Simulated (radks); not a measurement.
Valence configurations of Pr3+ (all share [Xe]). Calculated with a radial shooting solver on a logarithmic mesh with Libxc functionals: scalar-relativistic Kohn-Sham, BLYP, spin-polarised, spherical densities, finite nucleus; open shells are filled with parallel spins first (spin-orbit coupling, left out, can overturn this in heavy ions); Fermi nuclear charge, rms radius 4.8919 fm. Energies are relative to 4f2; eigenvalues in eV for spin up.

valence,E (eV),moment (Bohr magnetons),e(4f),e(5d),e(6p),e(6s)
4f2,0.000,2,-30.219,-,-,-
4f1.5 5d0.5,3.665,2,-33.396,-25.000,-,-
4f1.5 6p0.5,7.700,2,-35.305,-,-18.026,-
4f1 5d1,8.474,2,-36.741,-25.975,-,-
4f1 5d0.5 6s0.5,10.349,2,-38.216,-26.907,-,-23.048
4f1 6s1,12.335,2,-39.701,-,-,-23.745
4f1 6p1,17.398,2,-40.669,-,-19.202,-
5d2,21.845,2,-,-27.898,-,-
6s2,33.071,0,-,-,-,-25.361
6p2,43.477,2,-,-,-21.321,-

NIST lists [Xe] 4f2 as the ground configuration; this level of theory agrees among the configurations tried. The energies are those of spherical high-spin densities, not of single terms.
